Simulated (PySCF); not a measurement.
Compound: C₆H₉P.
SMILES with atom numbers: `[CH3:1][c:2]1[cH:3][pH:4][c:5]([CH3:6])[cH:7]1` (hydrogens: H8, H9, H10 on C1; H11 on C3; H12 on P4; H13, H14, H15 on C6; H16 on C7)

The same species was optimised twice, with GFN2-xTB and with PBE0-D3(BJ)/def2-SVP (PySCF), and the same property calculations (PySCF, gas phase) were run on both structures.

```
  coordinate  GFN2-xTB  PBE0-D3(BJ)/def2-SVP  change
   C2–C7 (Å)     1.446                 1.461  +0.015
   C2–C3 (Å)     1.348                 1.359  +0.011
   C5–C7 (Å)     1.346                 1.357  +0.011
   C1–C2 (Å)     1.492                 1.495  +0.003
   P4–C5 (Å)     1.824                 1.822  -0.002
   C3–P4 (Å)     1.802                 1.803  +0.001
   C5–C6 (Å)     1.491                 1.491   0.000
C3–P4–C5 (°)      89.1                  90.8    +1.7
P4–C5–C7 (°)     110.2                 108.8    -1.4
C2–C3–P4 (°)     111.9                 110.7    -1.2
P4–C5–C6 (°)     122.9                 124.1    +1.2
C2–C7–C5 (°)     115.0                 115.6    +0.6
C6–C5–C7 (°)     126.7                 126.9    +0.2
C1–C2–C7 (°)     121.2                 121.4    +0.2
C3–C2–C7 (°)     113.1                 113.1     0.0
```

Rotational constants: A = 3766, B = 1799, C = 1248 MHz (GFN2-xTB) against A = 3746, B = 1776, C = 1235 MHz (PBE0-D3(BJ)/def2-SVP).

On the GFN2-xTB structure: lowest singlet, TDDFT (eV) 4.72 [CAM-B3LYP/def2-SVPD]; lowest triplet, Tamm–Dancoff (eV) 3.04 [CAM-B3LYP/def2-SVPD]; isotropic polarisability (au) 93.5 [CAM-B3LYP/def2-SVPD]; HOMO (eV) -7.57 [CAM-B3LYP/def2-SVPD]; LUMO (eV) 0.24 [CAM-B3LYP/def2-SVPD]; dipole (D) 1.18 [CAM-B3LYP/def2-SVPD]; HOMO (eV) -6.34 [PBE0/pcSseg-1]; LUMO (eV) -0.83 [PBE0/pcSseg-1]; dipole (D) 1.19 [PBE0/pcSseg-1]; GIAO shielding of C1 (ppm) 165.1 [PBE0/pcSseg-1]; GIAO shielding of C2 (ppm) 28.2 [PBE0/pcSseg-1]; GIAO shielding of C3 (ppm) 57.0 [PBE0/pcSseg-1]; GIAO shielding of P4 (ppm) 384.5 [PBE0/pcSseg-1]; GIAO shielding of C5 (ppm) 26.7 [PBE0/pcSseg-1]; GIAO shielding of C6 (ppm) 165.5 [PBE0/pcSseg-1]; GIAO shielding of C7 (ppm) 41.8 [PBE0/pcSseg-1].

Q: What do these properties become on the PBE0-D3(BJ)/def2-SVP structure?

A: 
| property | level | on GFN2-xTB | on PBE0-D3(BJ)/def2-SVP | change |
| --- | --- | --- | --- | --- |
| lowest singlet, TDDFT (eV) | CAM-B3LYP/def2-SVPD | 4.72 | 4.67 | -0.05 |
| lowest triplet, Tamm–Dancoff (eV) | CAM-B3LYP/def2-SVPD | 3.04 | 3.00 | -0.04 |
| isotropic polarisability (au) | CAM-B3LYP/def2-SVPD | 93.5 | 95.8 | +2.3 |
| HOMO (eV) | CAM-B3LYP/def2-SVPD | -7.57 | -7.58 | -0.01 |
| LUMO (eV) | CAM-B3LYP/def2-SVPD | 0.24 | 0.16 | -0.08 |
| dipole (D) | CAM-B3LYP/def2-SVPD | 1.18 | 1.13 | -0.05 |
| energy, GFN2-xTB geometry as zero (kcal/mol) | CAM-B3LYP/def2-SVPD | 0.0 | -1.4 | -1.4 |
| HOMO (eV) | PBE0/pcSseg-1 | -6.34 | -6.35 | -0.01 |
| LUMO (eV) | PBE0/pcSseg-1 | -0.83 | -0.92 | -0.09 |
| dipole (D) | PBE0/pcSseg-1 | 1.19 | 1.11 | -0.08 |
| energy, GFN2-xTB geometry as zero (kcal/mol) | PBE0/pcSseg-1 | 0.0 | -1.1 | -1.1 |
| GIAO shielding of C1 (ppm) | PBE0/pcSseg-1 | 165.1 | 163.1 | -2.0 |
| GIAO shielding of C2 (ppm) | PBE0/pcSseg-1 | 28.2 | 27.4 | -0.8 |
| GIAO shielding of C3 (ppm) | PBE0/pcSseg-1 | 57.0 | 54.9 | -2.1 |
| GIAO shielding of P4 (ppm) | PBE0/pcSseg-1 | 384.5 | 367.9 | -16.6 |
| GIAO shielding of C5 (ppm) | PBE0/pcSseg-1 | 26.7 | 27.2 | +0.5 |
| GIAO shielding of C6 (ppm) | PBE0/pcSseg-1 | 165.5 | 164.4 | -1.1 |
| GIAO shielding of C7 (ppm) | PBE0/pcSseg-1 | 41.8 | 39.6 | -2.2 |

The heavy atoms differ by 0.023 Å rms after alignment. Among bonds between heavy atoms C2–C7 changes most (+0.015 Å). Changes are differences of the printed values. Neither structure is proved a minimum here.
